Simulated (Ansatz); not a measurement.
5-fluorocyclopenta-1,3-diene (C5H5F), SMILES FC1C=CC=C1.

Coordinates come from a B3LYP-D3(BJ)/def2-SVP optimisation. The values are those of a single conformer.

Two levels are set side by side: PBE/def2-SVPD (Ansatz, an electronic-structure program) and PBE0/def2-SVPD (Ansatz). Energy differences of separate SCF runs at the same geometry; the states with an electron removed or added have multiplicity 2 and 2. Differences are taken from unrounded values.

| quantity | PBE0 | PBE | PBE minus PBE0 |
|---|---|---|---|
| vertical ionisation energy (eV) | 8.90 | 8.89 | -0.01 |
| vertical singlet–triplet gap (eV) | 2.75 | 2.76 | 0.01 |

On these quantities the two levels nearly agree.
